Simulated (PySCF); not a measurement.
Compound: C₄H₆ClFSi.
SMILES with atom numbers: `[F:1][C:2]1=[C:3]([Cl:4])[CH2:5][SiH2:6][CH2:7]1`

Structure used (GFN2-xTB), in Å, numbered top down from 1:
```
atom  x, y, z in Å
F1    -1.5373    2.1645   -0.2982
C2    -0.7305    1.0913   -0.1523
C3     0.5921    1.1668   -0.2169
Cl4    1.4506    2.6451   -0.4950
C5     1.3861   -0.0876   -0.0405
Si6    0.0599   -1.4380    0.2314
C7    -1.4024   -0.2189    0.0905
H8     2.0077   -0.2576   -0.9202
H9     2.0716    0.0252    0.8000
H10    0.0521   -2.4433   -0.8321
H11    0.1462   -2.0549    1.5555
H12   -2.0146   -0.1545    0.9911
H13   -2.0860   -0.4377   -0.7311
```

Definitions: NICS(0) = −σiso at the ring centroid; NICS(1) = −σiso and NICS(1)zz = −σzz at ±1 Å along the ring normal z. Level: GIAO PBE0/pcSseg-1 (PySCF, non-relativistic, gas phase) on the GFN2-xTB geometry, one conformer.

Ring bond lengths (Å), with Mayer bond orders in brackets: C2–C3 1.326 (1.66), C3–C5 1.495 (1.03), C5–Si6 1.912 (0.88), Si6–C7 1.909 (0.88), C7–C2 1.492 (1.08).

What do the NICS probes read (ppm)?

```
           ring                                                      type  NICS(0)  NICS(1), two faces  NICS(1)zz, two faces  rms pucker (Å)  centre to ring atoms, mean (Å)
C2–C3–C5–Si6–C7  5-membered ring with Si; formal bonds 1 double, 4 single     -5.2         -2.7 / -2.7             0.6 / 0.6            0.00                            1.37
```

What can be read from them?

- C2–C3–C5–Si6–C7: mean NICS(1)zz 0.6 ppm, near zero. C5, Si6, C7 have four or more neighbours, so the value isn't read as a sign of a π ring current.

What are the shieldings of the ring atoms and their hydrogens in the same run (means over atoms taken as equivalent)?

| atoms | environment | σ isotropic (ppm) | principal values of the symmetric part, first atom (ppm) |
| --- | --- | --- | --- |
| C2 | vinylic C–F carbon | 21.7 | -67.4, 55.6, 76.9 |
| C3 | vinylic C–Cl carbon | 65.9 | -6.7, 101.2, 103.2 |
| C5 | sp3 carbon bound to silicon | 168.1 | 145.7, 160.1, 198.5 |
| Si6 | SiH2 silicon | 397.1 | 381.3, 387.3, 422.7 |
| C7 | sp3 carbon bound to silicon | 172.6 | 154.7, 164.7, 198.4 |
| H8 (×2) | methylene hydrogen | 29.76 | 25.2, 28.2, 35.9 |
| H10 (×2) | Si–H hydrogen | 27.35 | 24.3, 24.6, 33.1 |
| H12 (×2) | methylene hydrogen | 29.65 | 25.4, 27.0, 36.5 |

The run took 18 s wall on one thread of an Arm Neoverse V1, on a shared host, and the process peaked at 0.74 GiB of memory. This is the whole shielding run at PBE0/pcSseg-1, SCF included.
